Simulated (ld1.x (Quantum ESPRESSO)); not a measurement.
## tantalum: excitation energies, all-electron against TM

```
Element                 : Ta (Z = 73)
Generator               : ld1.x (Quantum ESPRESSO) 7.5
Type                    : norm-conserving Troullier–Martins (Kleinman–Bylander form)
Functional              : PBEsol
Relativity              : scalar-relativistic
Frozen core             : [Xe] 4f14
Valence charge          : 5
Reference configuration : 5d3 6s2 6p0
Partial waves           : 6s (bound): rc 2.60 bohr; 5d (bound): rc 2.65 bohr; 6p (bound, empty): rc 2.70 bohr
Local potential         : the p channel
Core correction         : a·sin(br)/r model core, default radius (core density twice the valence density)
```

Energies are relative to the spin-unpolarised reference configuration 5d3 6s2 6p0; without spin polarisation the order of configurations can differ from experiment.

```
valence configuration  charge  ΔE all-electron (eV)  error AE − PS (meV)
          5d3 6s1 6p0      +1                 8.505                  -14
          5d3 6s0 6p0      +2                23.481                  -67
        5d3 6s1.5 6p0    +0.5                 3.478                 -3.7
      5d3.5 6s1.5 6p0       0                 0.989                  -17
          5d3 6s0 6p1      +1                13.632                  -17
```

Q: What are ΔE and the potential's error for 5d2 6s2 6p0?

A: ΔE = 7.724 eV all-electron; the error (AE − PS) is -107 meV.

Q: What are ΔE and the potential's error for 5d2 6s0 6p0?

A: ΔE = 47.092 eV all-electron; the error (AE − PS) is -303 meV.

Note: ghost state, extra bound levels that the all-electron valence spectrum of the same l lacks: s at -34.4 eV. A true bound ghost makes a file unfit for plane-wave use.
